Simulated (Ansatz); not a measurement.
```yaml
crystal:
  periodic: [false, false, false]
  atoms:
    - {symbol: F, position_ang: [-4.368957, -1.218065, -1.408938]}
    - {symbol: Si, position_ang: [-2.813212, 0.228207, 0.700073]}
    - {symbol: Cl, position_ang: [-2.995147, 3.982953, -0.116013]}
    - {symbol: O, position_ang: [0.062743, -0.724609, 0.671738]}
    - {symbol: Si, position_ang: [2.936183, -0.550519, -0.512866]}
    - {symbol: H, position_ang: [-3.980225, -0.270691, 3.163566]}
    - {symbol: H, position_ang: [4.631103, -1.986315, 1.189711]}
    - {symbol: H, position_ang: [2.958818, -1.680549, -3.076889]}
    - {symbol: H, position_ang: [3.735936, 2.132282, -0.642505]}
basis:
  gaussian: {orbitals: cc-pVDZ, final_grid: {core_spheres: 8, valence_spheres: 7, degree: 23}}
hamiltonian: {xc: {name: PBE-QIDH}}
output: {forces: true}
```

```sh
$ ansatz run in.yaml --threads 4 --pin off --events-out ev --progress --plain --max-ram 10444MiB
```

It prints (some lines left out):

```
Functional definition: PBE-QIDH
1008 factors; integrals over basis functions are off by at most 6.4e-4 eV
mean field evaluation 1: about -33013.0788 eV, gradient 8.6e1 eV
mean field evaluation 2: about -33013.0922 eV, gradient 8.6e1 eV
mean field evaluation 4: about -32917.4903 eV, gradient 1.3e2 eV
mean field evaluation 8: about -33022.0056 eV, gradient 6.2e1 eV
mean field evaluation 16: about -33043.3842 eV, gradient 5.7e-1 eV
mean field evaluation 32: about -33043.3841 eV, gradient 3.0e-1 eV
mean field evaluation 64: about -33043.2355 eV, gradient 4.4e0 eV
mean field evaluation 96: about -33043.3888 eV, gradient 1.4e-1 eV
mean field -33043.39616637 eV, -1214.3224114958 hartree, gradient 2.5e-6 eV, S^2 0.000000; 6 other end points of the search recorded, 0 dependent functions left out; unrestricted orbitals would lower it
17 core orbitals not correlated: weight in the atoms' cores, before any rotation towards them, 1.000 or more for the frozen orbitals, at most 0.000 for the correlated occupied ones
reference -33043.39617720 eV, -1214.3224118939 hartree; 16, 16 occupied and 69, 69 virtual orbitals, 1008 factors
second order -27.68335740 eV of doubles, -0.00000000 eV of singles
Total energy: -33052.62396300 eV, -1214.6615267672 hartree
Atom 0 at    -4.368957    -1.218065    -1.408938 Å, force     1.238912     1.230472     1.813445 eV/Å
Atom 1 at    -2.813212     0.228207     0.700073 Å, force    -0.881019    -2.161147     0.126356 eV/Å
Atom 2 at    -2.995147     3.982953    -0.116013 Å, force    -0.012662     0.072082     0.000211 eV/Å
Atom 3 at     0.062743    -0.724609     0.671738 Å, force    -0.403961     0.510622    -0.313940 eV/Å
Atom 4 at     2.936183    -0.550519    -0.512866 Å, force     0.862940     0.107902    -0.392056 eV/Å
Atom 5 at    -3.980225    -0.270691     3.163566 Å, force     0.824892     0.406215    -1.940614 eV/Å
Atom 6 at     4.631103    -1.986315     1.189711 Å, force    -1.009856     0.802774    -0.917356 eV/Å
Atom 7 at     2.958818    -1.680549    -3.076889 Å, force    -0.072088     0.674007     1.526347 eV/Å
Atom 8 at     3.735936     2.132282    -0.642505 Å, force    -0.547158    -1.642927     0.097606 eV/Å
Dipole moment:     1.078640    -0.050024     0.614966 e Å
```

**Question.** Something in this input is off. What?

**Answer.** The coordinates are in bohr but typed as ångström. The run converged. The result belongs to that input, not to the molecule as meant.
